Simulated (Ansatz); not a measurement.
Which isomer of C2HFInO gives these data?

These gas-phase data were calculated for one isomer of C2HFInO at B3LYP-D3(BJ)/def2-SVP (harmonic, unscaled wavenumbers; equilibrium rotational constants with average atomic masses):

| Property | Result |
| --- | --- |
| rotational constants | 11.87, 1.202, 1.093 GHz |
| all wavenumbers above 1500 cm⁻¹ | 3149, 1648 |

Candidates:

(1) `O=C(F)[CH][In]`, a doublet
(2) `O=C=[CH][In][F]`, a doublet

Question: Which candidate do the data belong to?

Answer: Candidate (1). No mode falls between 1950 and 2350 cm⁻¹, where the C=C=X stretch of (2) would stand.

The same quantities for all candidates:

```tsv
	rotational constants (GHz)	wavenumbers above 1500 cm⁻¹	E above the lowest, B3LYP-D3(BJ)/def2-SVP (kcal/mol)
(1)	11.87, 1.202, 1.093	3149, 1648	7.5
(2)	12.76, 1.233, 1.125	3242, 2216	0.0
```

Each candidate is one conformer. Open shells are spin-unrestricted. Atoms past krypton carry core potentials. Programs: Ansatz 0.2.0.
